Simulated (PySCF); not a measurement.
A structure optimised at PBE-D3(BJ)/def2-SVP, used in a PySCF frequency run:

```xyz
7

C      0.0000     0.0000     2.7058
C      0.0000     0.0000     1.4793
Si     0.0000     0.0000    -0.3250
F      1.3041     0.7529    -0.9018
F     -1.3041     0.7529    -0.9018
F      0.0000    -1.5058    -0.9018
H      0.0000     0.0000     3.7892
```

Question: Write its SMILES, formula and point group.

Answer: C#C[Si](F)(F)F, C₂HF₃Si, C3v

Question: What are its rotational constants (standard atomic weights)?

Answer: 3.9105, 2.0861, 2.0861 GHz
